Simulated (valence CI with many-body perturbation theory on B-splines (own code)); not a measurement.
Ag XLIII: what the settings do

Computed by configuration interaction combined with many-body perturbation theory (CI+MBPT): three valence electrons over a frozen Dirac-Fock core [He], a basis of 6 s, 6 p, 5 d, 3 f, 1 g functions for each j, with the one-electron correlation potential Σ1 (screened to all orders), the two-electron term Σ2, the three-electron term Σ3, Breit, model QED; selected single and double excitations, second order for the rest, scaled by the run's own slope (own B-spline code, finite nucleus).

The last digits are not significant, and no measured levels were compared; by estimate large intervals hold to a few tenths of a per cent, small ones and those within an open d or f shell to about a per cent.

The reference run has the lowest level (2s^2 2p1/2) J=1/2 and an ionisation energy of 6787.03 eV. Its largest variational space holds 3946 state functions.

Levels are named by their leading jj configuration (3d3/2^4 stands for four electrons in 3d with j = 3/2), which in mixed levels can hold well under half, so a name can repeat and another be missing. Letters in brackets count levels of one name in rising energy.

| Level | Reference (cm⁻¹) | Shift (cm⁻¹) |
| --- | --- | --- |
| (2s 2p1/2^2) J=1/2 | 1066120 | -161 |
| (2s^2 2p3/2) J=3/2 | 1573950 | -295 |
| (2s 2p1/2 2p3/2) J=3/2 [a] | 2324720 | -2544 |
| (2s 2p1/2 2p3/2) J=5/2 | 2543420 | -397 |
| (2s 2p1/2 2p3/2) J=3/2 [b] | 2890960 | +2823 |
| (2s 2p1/2 2p3/2) J=1/2 | 2913290 | +2528 |
| (2s 2p3/2^2) J=5/2 | 4048040 | -576 |
| (2p1/2^2 2p3/2) J=3/2 | 4061080 | +3038 |
| (2s 2p3/2^2) J=1/2 | 4551870 | +3132 |
| (2s 2p3/2^2) J=3/2 | 4561080 | +3131 |
| (2p1/2 2p3/2^2) J=3/2 | 5427190 | +696 |
| (2p1/2 2p3/2^2) J=5/2 | 5568090 | +3208 |

The ionisation energy moves by -0.53 eV.

Which of these changes was made?
A. size limit of the variational space 10000 → 1500; second order for the rest on → off
B. natural orbitals for correlation on → off
C. Davidson tolerance 2e-05 → 0.03
D. screening of Σ1 on → off; cutoff of virtual states (hartree) 4418 → 13440

B. natural orbitals for correlation on → off.
